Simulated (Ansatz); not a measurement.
```yaml
crystal:
  periodic: [true, true, true]
  atoms:
    - {symbol: O, position_ang: [-0.009925, 1.558547, 0.617047]}
    - {symbol: Si, position_ang: [0.818336, 0.288280, 1.226306]}
    - {symbol: F, position_ang: [-0.122721, -0.421775, 2.304618]}
    - {symbol: S, position_ang: [1.326096, -0.991907, -0.355488]}
    - {symbol: Ge, position_ang: [-0.567339, -0.815864, -1.541715]}
    - {symbol: H, position_ang: [-0.541559, 2.079770, 1.221936]}
    - {symbol: H, position_ang: [2.045528, 0.677051, 1.948226]}
    - {symbol: H, position_ang: [-1.774456, -0.862384, -0.598341]}
    - {symbol: H, position_ang: [-0.545396, -2.042986, -2.461772]}
    - {symbol: H, position_ang: [-0.545462, 0.479969, -2.357817]}
basis:
  gaussian: {orbitals: ANO-RCC-VTZP}
hamiltonian: {xc: {name: wB97}}
output: {forces: true}
```

```sh
$ ansatz run in.yaml --threads 4 --pin off --events-out ev --progress --plain --max-ram 10444MiB
```

It prints (some lines left out):

```
Error: YAML parse error: error: line 2 column 3: crystal: missing field `lattice` (a structure is typed as `lattice` and `atoms`, a molecule's as `atoms` in Å alone, or read from a run's directory, `checkpoint`)
 --> <input>:2:3
1 | crystal:
2 |   periodic: [true, true, true]
3 |   atoms:
4 |     - {symbol: O, position_ang: [-0.009925, 1.558547, 0.617047]}
```

Problem. Something in this input is off. What?

Solution. The molecule is marked periodic without a cell. The input was rejected before any iteration.
